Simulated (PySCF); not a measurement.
**How methods differ on the excitation energy of Os**

Os [Xe] 4f14 5d6 6s2 (5D) → Os [Xe] 4f14 5d5 6s2 6p1 (7P), as a difference of total energies. All numbers are calculated (PySCF 2.14, a scalar-relativistic core potential, in def2-TZVPPD with the def2 core potential (60 electrons) (6s5p3d2f1g, 59 functions)). The calculations carry no spin-orbit coupling.

```csv
method,excitation energy (eV)
LDA,4.475
PBE,4.428
PBE0,4.199
r2SCAN,4.240
revPBE,4.420
LC-wPBE,3.937
B97-3,4.377
TPSS,4.346
```

The determinant of the upper state mixes LS terms, which raises its energy above the lowest term, most at the Hartree-Fock and MP2 levels.
